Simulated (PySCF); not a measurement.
# Si4H8: core ionisation energies

Si4H8.
Atom-mapped SMILES: `[SiH2:1]1[SiH2:2][SiH2:3][SiH2:4]1`

Computed with PySCF 2.14.0, delta-SCF UKS SCAN, pcX-2 on the ionised atom, pcseg-1 elsewhere, spin-free X2C. These are vertical core ionisation energies against the vacuum level, from separate self-consistent calculations with and without the core hole.

Q: List the computed XPS lines with their assignment.

A: 
```tsv
atom(s)	bonded to	level	binding energy (eV)	2p1/2 (eV)	count
Si1/Si2/Si3/Si4	2 H and 2 Si	Si 2p3/2	106.10	106.72	4
Si1/Si2/Si3/Si4	2 H and 2 Si	Si 1s	1845.77	–	4
```

Q: What is the longest wavelength that can ionise Si 1s of Si1/Si2/Si3/Si4 vertically?

A: λ = hc/E = 12398.42 eV Å / 1845.77 eV = 6.717 Å.

Q: Give the binding energy of Si 1s of Si1/Si2/Si3/Si4 in hartree and in kJ/mol.

A: 1845.77 eV = 67.8308 Eh = 178090 kJ/mol.

Atoms equivalent by their bonding share one computed value, that of the first of them. 2p3/2 and 2p1/2 are the ΔSCF energy of one spin-free 2p hole plus the eigenvalues of a spin–orbit and ligand-field matrix of the shell. 2p1/2 minus 2p3/2 (ligand field included): Si 0.62 eV. Geometry: PBE0-D3(BJ)/def2-SVP; no solvent, vibrations or thermal averaging.
